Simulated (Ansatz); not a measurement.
The cluster Au2O⁺, relaxed as a doublet with UKS r2SCAN-D4/def2-TZVP in Ansatz, starting from the GFN2-xTB geometry. Force threshold 0.02 eV/Å.

In the def2 sets Au takes a core potential; there is no spin–orbit coupling. The relaxation made no stability test and no search for a lower SCF solution. The structure comes from a short search, and lower isomers may exist.

Start:

```xyz
3

Au   -0.4297   -0.8195    1.0677
Au   -0.2487    0.2933   -1.3595
O     0.6785    0.5262    0.2918
```

```tsv
step	energy (eV)	largest force component (eV/Å)	SCF passes
1	-9426.3728	1.929	107
2	-9426.6024	0.306	31
3	-9426.6475	0.265	30
4	-9426.6775	0.246	31
5	-9426.6855	0.034	28
6	-9426.6856	0.028	25
7	-9426.6856	0.000	28
```

Force components are those of the run's own axes.

End:

```xyz
3

Au   -0.355   -0.885    1.416
Au   -0.129    0.509   -1.624
O     0.484    0.375    0.208
```

By distances, no bond broke or formed, bridged metal pairs apart. The bond that changes most is Au2–O3, from 1.91 to 1.94 Å (atoms count from 1). Metal–metal contacts that move far: Au1–Au2 2.68 to 3.35 Å.

No frequencies were taken in this run, so the end may be a saddle point.

Run time 9.5 s (4 threads of Intel Xeon 6975P-C on a shared host).
